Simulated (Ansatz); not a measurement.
Basis sets compared for ZnNCl₅H₃³⁻ (relaxed from a model of [Zn(NH3)Cl5]3-, whose bonding it doesn't keep). Total charge -3; singlet. Geometry r2SCAN-D4/def2-SVPD, loosely relaxed. Ansatz on 4 threads of Intel Xeon on a shared host; times are rough, and most runs start from earlier orbitals.

| atom | x (Å) | y (Å) | z (Å) |
| --- | --- | --- | --- |
| Zn1 | 0.358 | 0.042 | -3.948 |
| N2 | -0.139 | -0.140 | -1.888 |
| H3 | 0.615 | 0.249 | -1.325 |
| H4 | -0.263 | -1.125 | -1.660 |
| H5 | -1.002 | 0.366 | -1.702 |
| Cl6 | 0.299 | -2.174 | -4.499 |
| Cl7 | 15.631 | -1.129 | 13.277 |
| Cl8 | -1.393 | 1.350 | -4.605 |
| Cl9 | 2.400 | 1.031 | -3.713 |
| Cl10 | -16.506 | 1.530 | 10.064 |

The 6-31G sets use Cartesian d functions. A multiply charged anion in the gas phase is held together partly by the finite basis. At HF/STO-3G, PBE-D4/def2-SVPD, PBE-D4/def2-TZVPD, PBE0-D4/def2-SVPD and others the highest occupied level of the charge -3 singlet lies above zero (up to 5.02 eV). In Hartree–Fock with STO-3G the lack of diffuse functions raises the level. The electron is either unbound and held by the finite basis, or the level is raised by self-interaction error. The geometry of the charge -3 singlet is only loosely relaxed. In the singlet geometry the species has come apart into loosely held pieces.

```json
{"level": "HF/STO-3G", "functions": "71", "energy (Eh)": "-4085.4272", "HOMO (eV)": "5.02", "LUMO (eV)": "15.44", "wall time": "15 s"}
{"level": "HF/6-31G", "functions": "109", "energy (Eh)": "-4131.3688", "HOMO (eV)": "-2.32", "LUMO (eV)": "8.41", "wall time": "1.9 s"}
{"level": "PBE-D4/def2-SVPD", "functions": "213", "energy (Eh)": "-4135.0784", "HOMO (eV)": "1.28", "LUMO (eV)": "3.68", "wall time": "3.3 s"}
{"level": "PBE0-D4/def2-SVPD", "functions": "213", "energy (Eh)": "-4135.3030", "HOMO (eV)": "0.03", "LUMO (eV)": "4.39", "wall time": "5.5 s"}
```

Q: Estimate the rows for PBE-D4/def2-TZVPD, PBE0-D4/def2-TZVPD.

A: 
```csv
level,functions,energy (Eh),HOMO (eV),LUMO (eV),wall time
PBE-D4/def2-TZVPD,345,-4136.1366,1.29,3.38,6 s
PBE0-D4/def2-TZVPD,345,-4136.3460,0.07,3.98,15 s
```
